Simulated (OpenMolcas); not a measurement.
## Which level was it?

BBr2Cl: 4 atoms, total charge 0, spin state singlet. SMILES: `ClB(Br)Br`. The shape is that of a GFN2-xTB optimisation.

```xyz
4

Cl   -0.2006   -1.6465    0.6311
B    -0.0143   -0.0440    0.0263
Br    1.2640    1.1215    0.7597
Br   -1.0492    0.5690   -1.4172
```

A calculation with OpenMolcas 26.06 gave:

The total energy is -5633.9485 Eh, the dipole moment is 0.05 D and the HOMO energy is -7.72 eV. The LUMO energy is -2.34 eV and the HOMO–LUMO gap is 5.37 eV.

Q: Which of these levels gave the numbers?
A. O3LYP/pcseg-1
B. O3LYP/aug-pcseg-1
C. O3LYP/pcseg-2
D. O3LYP/pcseg-0

A: B. The others give -5634.6781 Eh (O3LYP/pcseg-2), -5627.7444 Eh (O3LYP/pcseg-0), -5633.9410 Eh (O3LYP/pcseg-1).
